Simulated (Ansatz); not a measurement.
`O[Si@]1(Cl)O[C@@H]1F`, 8 atoms. Charge 0, multiplicity 1. All runs use 4 threads of a server CPU on a shared host. Correlated methods freeze the cores.

How many basis functions does each run have, and how long does it take in Ansatz? RKS PBE0-D4/def2-TZVP relaxation (9 steps); RKS PBE0-D4/def2-SVP energy; RKS ωB97M-V/def2-QZVPP energy; direct RPA on PBE orbitals/def2-TZVPP energy; RKS revPBE-D4/def2-TZVPP energy; RKS PBE-D4/def2-TZVPP energy and forces; RHF-CCSD(T)/def2-TZVPP energy; RHF-MP2/def2-QZVPP energy; RHF-CCSD(T)/def2-SVP energy; RKS LC-ωPBE/def2-TZVPP energy; RKS PBE0-D4/def2-QZVPP energy; RKS ωB97M-V/def2-SVP energy. (Estimate.)

Computed: Other jobs shared the machine, so times are rough.

| level | job | functions | wall time | peak host memory (GiB) |
| --- | --- | --- | --- | --- |
| RKS PBE0-D4/def2-SVP | energy | 102 | 1.2 s | 0.2 |
| RKS revPBE-D4/def2-TZVPP | energy | 236 | 2.2 s | 0.32 |
| RKS PBE-D4/def2-TZVPP | energy and forces | 236 | 2.6 s | 0.32 |
| RKS LC-ωPBE/def2-TZVPP | energy | 236 | 2.7 s | 0.43 |
| RKS ωB97M-V/def2-SVP | energy | 102 | 4.9 s | 0.31 |
| direct RPA on PBE orbitals/def2-TZVPP | energy | 236 | 5.5 s | 0.53 |
| RHF-CCSD(T)/def2-SVP | energy | 102 | 6 s | 0.43 |
| RKS PBE0-D4/def2-QZVPP | energy | 428 | 9 s | 1.6 |
| RHF-MP2/def2-QZVPP | energy | 428 | 20 s | 2.3 |
| RKS ωB97M-V/def2-QZVPP | energy | 428 | 20 s | 1.9 |
| RKS PBE0-D4/def2-TZVP | relaxation (9 steps) | 210 | 41 s | 0.59 |
| RHF-CCSD(T)/def2-TZVPP | energy | 236 | 3 min | 4.5 |

LC-ωPBE has ω = 0.4 bohr⁻¹.
